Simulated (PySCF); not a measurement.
Compound: C4H2Cl2O2.
Structure used (GFN2-xTB), in Å, numbered top down from 1:
```
atom  x, y, z in Å
O1    -2.248   -1.038    0.641
C2    -1.894   -0.025    0.131
Cl3   -3.065    1.187   -0.376
C4    -0.517    0.394   -0.161
C5     0.518   -0.394    0.156
C6     1.895    0.026   -0.136
O7     2.249    1.036   -0.651
Cl8    3.067   -1.182    0.378
H9    -0.366    1.353   -0.635
H10    0.369   -1.352    0.631
```

Level of theory: TDDFT wB97X-D/def2-SVPD, vertical, gas phase, core orbitals frozen in the response (PySCF 2.14.0, density-fitted response routines).

Task: List the vertical singlet excitations with oscillator strengths and describe the spectrum.

Result: 

```csv
state,E (eV),λ (nm),ν̃ (cm⁻¹),f,symmetry,"main configurations (H = HOMO, L = LUMO)"
S1,4.01,309.3,32330,0.0000,–,"H→L (86%), H-1→L+1 (9%)"
S2,4.03,307.8,32490,0.0000,–,"H-1→L (88%), H→L+1 (9%)"
S3,5.18,239.5,41760,0.0000,–,H-3→L (92%)
S4,5.41,229.2,43620,0.556,Bu,H-2→L (98%)
S5,5.51,225.2,44410,0.0006,–,H-6→L (87%)
S6,5.75,215.7,46360,0.057,Bu,H-4→L (92%)
S7,5.76,215.4,46420,0.0000,–,H-5→L (92%)
S8,6.95,178.3,56080,0.0000,–,"H-7→L (80%), H→L+1 (12%)"
```

Triplets (Tamm–Dancoff): T1 3.19 eV, H-2→L (93%); T2 3.65 eV, H→L (51%), H-1→L (31%); T3 3.65 eV, H-1→L (53%), H→L (29%).

The lowest singlet lies at 4.01 eV (309 nm, ultraviolet) and is dark (f under 0.0005); its leading configuration is HOMO→LUMO (86%). The strongest level in the table is S4 at 5.41 eV (229 nm, f = 0.556). S6/S7 lie within about 0.01 eV of each other. Löwdin shares by element: HOMO oxygen 56%, chlorine 33%; LUMO carbon 65% (atoms not listed hold the other 35%). Of the 8 states listed, 2 reach f = 0.01 and 5 stay under 0.0005. The listed states span 2.94 eV, and the widest gap between neighbours is 1.20 eV (S7 to S8). The oscillator strengths of these states sum to 0.613; summed over the whole spectrum of an exact calculation they would give the number of electrons, 76 (Thomas–Reiche–Kuhn). Symmetry labels in C2h follow from the direction of the transition dipole and are given only for states with f of 0.002 or more. The window holds the lowest 8 singlets.

One conformer stands for the species.
